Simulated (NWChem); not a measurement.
System: SiHOClF2; SMILES Cl[Si](F)(O)F

The following NWChem deck was run.

```
start job
memory heap 200 mb stack 900 mb global 1100 mb
geometry units angstroms noautoz
  O      1.327711    -1.029659     0.667469
  Si     0.001322    -0.369556     0.004626
  F     -1.332396    -0.825912     0.763092
  F     -0.092632    -0.904164    -1.494643
  Cl     0.041760     1.659965     0.008964
  H      1.649473    -0.701433     1.511683
end
basis spherical
  * library def2-svp
end
dft
  xc xtpss03 ctpss03
  iterations 150
  mulliken
end
task dft energy
```

NWChem printed, in part:

```
             Northwest Computational Chemistry Package (NWChem) 7.3.0
             --------------------------------------------------------

 C1  symmetry detected

                             Geometry "geometry" -> ""
                             -------------------------

 Output coordinates in angstroms (scale by  1.889725989 to convert to a.u.)

  No.       Tag          Charge          X              Y              Z
 ---- ---------------- ---------- -------------- -------------- --------------
    1 O                    8.0000     1.32473494    -0.95767979     0.72530255
    2 Si                  14.0000     0.00587190    -0.34425534     0.00508362
    3 F                    9.0000    -1.34084307    -0.81121505     0.73353582
    4 F                    9.0000    -0.02937352    -0.91822685    -1.48211342
    5 Cl                  17.0000     0.00230630     1.68513378    -0.04157096
    6 H                    1.0000     1.61265621    -0.60128415     1.57031370

 Effective nuclear repulsion energy (a.u.)     319.3668524445

                                 NWChem DFT Module
                                 -----------------

 Summary of "ao basis" -> "ao basis" (spherical)
 ------------------------------------------------------------------------------
       Tag                 Description            Shells   Functions and Types
 ---------------- ------------------------------  ------  ---------------------
 O                          def2-svp                 6       14   3s2p1d
 Si                         def2-svp                 8       18   4s3p1d
 F                          def2-svp                 6       14   3s2p1d
 Cl                         def2-svp                 8       18   4s3p1d
 H                          def2-svp                 3        5   2s1p

            General Information
            -------------------
          SCF calculation type: DFT
          Wavefunction type:  closed shell.
          No. of atoms     :     6
          No. of electrons :    58
           Alpha electrons :    29
            Beta electrons :    29
          Charge           :     0
          Spin multiplicity:     1
          Use of symmetry is: off; symmetry adaption is: off
          Maximum number of iterations: 150
          AO basis - number of functions:    83
                     number of shells:    37
          Convergence on energy requested:  1.00D-06
          Convergence on density requested:  1.00D-05
          Convergence on gradient requested:  5.00D-04

              XC Information
              --------------
                  TPSS metaGGA Exchange Functional  1.000
             TPSS03 metaGGA Correlation Functional  1.000

             Grid Information
             ----------------
          Grid used for XC integration:  medium
          Radial quadrature: Mura-Knowles
          Angular quadrature: Lebedev.
          Tag              B.-S. Rad. Rad. Pts. Rad. Cut. Ang. Pts.
          ---              ---------- --------- --------- ---------
          O                   0.60       49           8.0       434
          Si                  1.10       88           8.0       590
          F                   0.50       49          10.0       434
          Cl                  1.00       88           9.0       590
          H                   0.35       45           9.0       434
          Grid pruning is: on
          Number of quadrature shells:   368
          Spatial weights used:  Erf1

      Superposition of Atomic Density Guess
      -------------------------------------

 Sum of atomic energies:       -1021.83751914

      Non-variational initial energy
      ------------------------------

 Total energy =   -1022.917620
 1-e energy   =   -2053.508416
 2-e energy   =     711.223944
 HOMO         =      -0.449674
 LUMO         =       0.047766

     ---------------------------------------------
      Total Density - Mulliken Population Analysis
     ---------------------------------------------

    Atom       Charge   Shell Charges
 -----------   ------   -------------------------------------------------------
    1 O    8     8.73   1.99  1.10  0.62  3.08  1.93  0.00
    2 Si  14    12.16   2.00  1.99  0.69  0.03  5.93  0.75  0.38  0.40
    3 F    9     9.55   1.99  1.14  0.78  3.51  2.13  0.00
    4 F    9     9.55   1.99  1.14  0.78  3.50  2.13  0.00
    5 Cl  17    17.36   2.00  1.99  1.22  0.72  5.94  2.14  3.34  0.01
    6 H    1     0.64   0.51  0.07  0.06

   convergence    iter        energy       DeltaE   RMS-Dens  Diis-err
 ---------------- ----- ----------------- --------- --------- ---------
 d= 0,ls=0.0,diis     1  -1024.9025995185 -1.34D+03  2.14D-02  1.09D+00
 d= 0,ls=0.0,diis     2  -1024.7375595055  1.65D-01  1.23D-02  3.16D+00
 d= 0,ls=0.0,diis     3  -1025.0254684387 -2.88D-01  1.65D-03  2.60D-02
 d= 0,ls=0.0,diis     4  -1025.0269225232 -1.45D-03  9.24D-04  6.52D-03
 d= 0,ls=0.0,diis     5  -1025.0276855259 -7.63D-04  2.15D-04  4.73D-04
  Resetting Diis
 d= 0,ls=0.0,diis     6  -1025.0277461954 -6.07D-05  3.79D-05  2.51D-05
 d= 0,ls=0.0,diis     7  -1025.0277482075 -2.01D-06  2.91D-05  2.87D-06
 d= 0,ls=0.0,diis     8  -1025.0277476149  5.93D-07  1.84D-05  9.81D-06
 d= 0,ls=0.0,diis     9  -1025.0277484577 -8.43D-07  2.14D-06  3.32D-08

         Total DFT energy =    -1025.027748457713
      One electron energy =    -2055.202044143141
           Coulomb energy =      790.096432564848
    Exchange-Corr. energy =      -79.288989323944
 Nuclear repulsion energy =      319.366852444525

 Numeric. integr. density =       57.999999834628

                       DFT Final Molecular Orbital Analysis
                       ------------------------------------

[...]
```

Level: TPSS/def2-SVP. The geometry was optimised at PBE0/def2-SVP.
